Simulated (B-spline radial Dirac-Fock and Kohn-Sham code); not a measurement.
**The Kβ1 (K-M3) line from I to Yb**

Method: Dirac-Fock energy differences between relaxed states, corrected for Breit and QED terms. Computed with a radial finite-basis atomic code. Free neutral atoms. No correlation.

The screening constant σ is defined by E = 0.8889·Ry·(Z − σ)², the hydrogen-like form of Moseley's law.

| Z | element | computed (eV) | tabulated (eV) | √E | σ |
| --- | --- | --- | --- | --- | --- |
| 53 | I | 32290.4 | 32294.8 | 179.70 | 1.33 |
| 54 | Xe | 33620.2 | 33623.8 | 183.36 | 1.28 |
| 55 | Cs | 34980.8 | 34987.0 | 187.03 | 1.22 |
| 56 | Ba | 36372.5 | 36378.4 | 190.72 | 1.16 |
| 57 | La | 37795.7 | 37801.2 | 194.41 | 1.10 |
| 58 | Ce | 39253.1 | 39257.6 | 198.12 | 1.03 |
| 59 | Pr | 40745.0 | 40748.4 | 201.85 | 0.96 |
| 60 | Nd | 42267.2 | 42271.5 | 205.59 | 0.88 |
| 61 | Pm | 43822.4 | 43827.1 | 209.34 | 0.80 |
| 62 | Sm | 45410.8 | 45414.4 | 213.10 | 0.72 |
| 63 | Eu | 47033.2 | 47038.4 | 216.87 | 0.64 |
| 64 | Gd | 48687.8 | 48695.1 | 220.65 | 0.55 |
| 65 | Tb | ? | ? | ? | ? |
| 66 | Dy | 52107.3 | 52112.9 | 228.27 | 0.36 |
| 67 | Ho | 53869.5 | 53876.5 | 232.10 | 0.26 |
| 68 | Er | 55667.5 | 55673.7 | 235.94 | 0.16 |
| 69 | Tm | 57502.5 | 57505.1 | 239.80 | 0.05 |
| 70 | Yb | 59373.9 | 59382.5 | 243.67 | -0.07 |

Q: Estimate the missing row, Tb.

A: Computed 50381.5 eV, tabulated 50384.4 eV, √E = 224.46, σ = 0.46.

Tabulated energies: xraylib 4.2 line table, elements in their standard states.
